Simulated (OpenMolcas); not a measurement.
**Multiconfigurational calculation on Re5+**

Re5+ among 4 point charges of -1.5 e arranged as a tetrahedron (Td), 1.79 Å from the ion.

Input:

```
&GATEWAY
Coord
1

Re 0.0 0.0 0.0
Basis=ANO-RCC-VTZP
Group=NoSym
NoMove
AngMom=0.0 0.0 0.0
AMFI
XField
4 Angstrom 0
1.033457 1.033457 1.033457 -1.500000
1.033457 -1.033457 -1.033457 -1.500000
-1.033457 1.033457 -1.033457 -1.500000
-1.033457 -1.033457 1.033457 -1.500000
&SEWARD
&RASSCF
FileOrb=start.orb
Symmetry=1
Spin=3
nActEl=2 0 0
Inactive=34
Ras2=5
CIRoot=10 10 1
SDav=10
CIMx=300
Iter=120 100
PrWF=0.3
OrbListing=Nothing
MaxOrb=0
>>> COPY $Project.JobIph JOB001
&RASSCF
FileOrb=start.orb
Symmetry=1
Spin=1
nActEl=2 0 0
Inactive=34
Ras2=5
CIRoot=15 15 1
SDav=15
CIMx=300
Iter=120 100
PrWF=0.3
OrbListing=Nothing
MaxOrb=0
>>> COPY $Project.JobIph JOB002
&RASSI
NrOfJobIphs=2 10 15
1 2 3 4 5 6 7 8 9 10
1 2 3 4 5 6 7 8 9 10 11 12 13 14 15
IphNames
JOB001
JOB002
EJob
SpinOrbit
DIPRint=1.0
SOCoupling=1000.0
Subsets=2
Property=9
'ANGMOM' 1 'ANGMOM' 2 'ANGMOM' 3 'MLTPL  1' 1 'MLTPL  1' 2 'MLTPL  1' 3
'AMFI' 1 'AMFI' 2 'AMFI' 3
SOProperty=3
'ANGMOM' 1 'ANGMOM' 2 'ANGMOM' 3
```

A driver script runs the steps one by one and writes start.orb anew before each from the orbitals found so far.

Output, cut to the results:

```
--- SEWARD ---
Basis set label: RE.ANO-RCC...8S7P5D3F2G1H.

      Electronic valence basis set:
      ------------------
      Associated Effective Charge  75.000000 au
      Associated Actual Charge     75.000000 au
      Nuclear Model: Point charge

      Shell  nPrim  nBasis  Cartesian Spherical Contaminant
         s      24       8        X
         p      21       7        X
         d      15       5                 X
         f      11       3                 X
         g       4       2                 X
         h       2       1                 X
                  Relativistic Douglas-Kroll-Hess integrals:
                    - DKH order of Hamiltonian: 2
                    - DKH order of Properties : 0
                  Atomic mean-field integrals
--- RASSCF ---
Wave function specifications:
      -----------------------------

      Number of closed shell electrons          68
      Number of electrons in active shells       2
      Max number of holes in RAS1 space          0
      Max nr of electrons in RAS3 space          0
      Number of inactive orbitals               34
      Number of active orbitals                  5
      Number of secondary orbitals              65
      Spin quantum number                      1.0
      State symmetry                             1
Orbital specifications:
      -----------------------

      Symmetry species                           1
                                                 a
      Frozen orbitals                            0
      Inactive orbitals                         34
      Active orbitals                            5
      RAS1 orbitals                              0
      RAS2 orbitals                              5
      RAS3 orbitals                              0
      Secondary orbitals                        65
      Deleted orbitals                           0
      Number of basis functions                104
      Number of CSFs                            10
      Number of root(s) required                10
      Iter CI   SX   CI       RASSCF       Energy    max ROT     max BLB   max BLB  Level Ln srch  Step   QN
          iter iter root      energy       change     param      element    value   shift minimum  type update
 Nr of preliminary CI iterations:   1
      Total energies have been shifted. Add               -16000.00 au
        1   1   13    0  -680.02280316    0.00E+00   2.43E-01*  33  44 1  3.37E-01*  0.10   0.00    SX    NO
        2   1   13    0  -680.26704724   -2.44E-01*  1.91E-02   27  65 1 -2.16E-01*  0.16   0.00    SX    NO
        3   1   12    0  -680.27551457   -8.47E-03*  1.66E-02   25  63 1  1.86E-01*  0.13   0.00    SX    NO
        4   1   12    0  -680.27979549   -4.28E-03*  1.41E-02   27  65 1 -1.66E-01*  0.16   0.00    SX    NO
        5   1   12    0  -680.28312857   -3.33E-03*  6.31E-03   29  67 1  1.51E-01*  0.13   0.53    LS   YES
        6   1   10    0  -680.29690469   -1.38E-02* -3.73E-04   25  63 1  7.97E-03*  0.14   1.05    QN   YES
        7   1    7    0  -680.29694220   -3.75E-05* -4.60E-05   33  38 1  1.45E-04*  0.14   1.00    QN   YES
        8   1    6    0  -680.29694224   -3.64E-08* -1.45E-05   33  38 1  4.21E-05   0.14   1.32    QN   YES
        9   1    4    0  -680.29694224   -2.58E-09   1.06E-06   31  42 1  2.57E-06   0.14   1.02    QN   YES
      Convergence after  9 iterations
       10   1    4    0  -680.29694224   -2.91E-11   1.06E-06   31  42 1  6.87E-07   0.14   1.02    QN   YES
      Natural orbitals and occupation numbers for root  1
      sym 1:   0.000000   0.000000   1.000000  -0.000000   1.000000
      Natural orbitals and occupation numbers for root  2
      sym 1:  -0.000000   0.729506   0.270494   0.270494   0.729506
      Natural orbitals and occupation numbers for root  3
      sym 1:   0.659706   0.340294   0.659706   0.000000   0.340294
::    RASSCF root number  1 Total energy: -16680.34201347
::    RASSCF root number  2 Total energy: -16680.31913890
::    RASSCF root number  3 Total energy: -16680.31913890
::    RASSCF root number  4 Total energy: -16680.31913890
::    RASSCF root number  5 Total energy: -16680.30270566
::    RASSCF root number  6 Total energy: -16680.30270566
::    RASSCF root number  7 Total energy: -16680.30270566
::    RASSCF root number  8 Total energy: -16680.25395842
::    RASSCF root number  9 Total energy: -16680.25395842
::    RASSCF root number 10 Total energy: -16680.25395842
--- RASSCF ---
Wave function specifications:
...
--- RASSI ---
SPIN-FREE ENERGIES:
  (Shifted by EMIN (a.u.) =     -16680.3420134689)

 SF State       Relative EMIN(au)   Rel lowest level(eV)    D:o, cm**(-1)      L_eff

     1             0.0000000000        0.0000000000              0.0000         3.0
     2             0.0228745673        0.6224486849           5020.3872         3.0
     3             0.0228745673        0.6224486849           5020.3872         3.0
     4             0.0228745673        0.6224486849           5020.3872         3.0
     5             0.0393078055        1.0696198781           8627.0661         2.9
     6             0.0393078055        1.0696198781           8627.0661         2.9
     7             0.0393078055        1.0696198781           8627.0661         2.9
    11             0.0607472368        1.6530165227          13332.4774         2.5
    12             0.0607472368        1.6530165227          13332.4774         2.5
    13             0.0812051529        2.2097047819          17822.4710         2.3
    14             0.0812051529        2.2097047819          17822.4710         2.3
    15             0.0812051529        2.2097047819          17822.4710         2.3
    10             0.0880550531        2.3961000599          19325.8503         1.1
     8             0.0880550531        2.3961000599          19325.8503         1.1
     9             0.0880550531        2.3961000599          19325.8503         1.1
    16             0.0946961059        2.5768123132          20783.3929         3.9
    17             0.1026032626        2.7919770080          22518.8132         4.0
    18             0.1026032626        2.7919770080          22518.8132         4.0
    19             0.1026032626        2.7919770080          22518.8132         4.0
    20             0.1166782005        3.1749755804          25607.9050         3.6
    21             0.1166782005        3.1749755804          25607.9050         3.6
...
```

Spin-orbit levels above the lowest (labels of Td):

```json
{"E (cm-1)": "0.0", "Degeneracy": "3", "Label": "T2", "2S+1": "3"}
{"E (cm-1)": "2589", "Degeneracy": "2", "Label": "E", "2S+1": "3 (87 %)"}
{"E (cm-1)": "8895", "Degeneracy": "1", "Label": "A2", "2S+1": "3"}
{"E (cm-1)": "9494", "Degeneracy": "3", "Label": "T2", "2S+1": "3"}
{"E (cm-1)": "9860", "Degeneracy": "3", "Label": "T1", "2S+1": "3"}
{"E (cm-1)": "15295", "Degeneracy": "3", "Label": "T2", "2S+1": "3"}
{"E (cm-1)": "16347", "Degeneracy": "1", "Label": "A1", "2S+1": "3 (86 %)"}
{"E (cm-1)": "17011", "Degeneracy": "2", "Label": "E", "2S+1": "3"}
{"E (cm-1)": "17683", "Degeneracy": "3", "Label": "T1", "2S+1": "3 (90 %)"}
{"E (cm-1)": "18887", "Degeneracy": "2", "Label": "E", "2S+1": "1 (64 %)"}
{"E (cm-1)": "20385", "Degeneracy": "3", "Label": "T2", "2S+1": "1 (53 %)"}
{"E (cm-1)": "20847", "Degeneracy": "1", "Label": "A1", "2S+1": "3 (89 %)"}
{"E (cm-1)": "23325", "Degeneracy": "3", "Label": "T1", "2S+1": "3"}
{"E (cm-1)": "28572", "Degeneracy": "1", "Label": "A1", "2S+1": "1 (81 %)"}
{"E (cm-1)": "28967", "Degeneracy": "2", "Label": "E", "2S+1": "3 (66 %)"}
{"E (cm-1)": "29888", "Degeneracy": "3", "Label": "T1", "2S+1": "1 (86 %)"}
{"E (cm-1)": "30938", "Degeneracy": "3", "Label": "T2", "2S+1": "1 (57 %)"}
{"E (cm-1)": "33599", "Degeneracy": "2", "Label": "E", "2S+1": "1 (80 %)"}
{"E (cm-1)": "33948", "Degeneracy": "3", "Label": "T2", "2S+1": "1 (77 %)"}
{"E (cm-1)": "59042", "Degeneracy": "1", "Label": "A1", "2S+1": "1"}
```

Spin-orbit coupling mixes the spin-free states strongly: the lowest level takes only 51 % from its leading state, 3A2. Without dynamic correlation the repulsion within the d shell is too large (B by tens of per cent), so at a given field states of lower spin stand too high. This is an electrostatic model: the charges have no orbitals. No measured value stands beside these numbers.
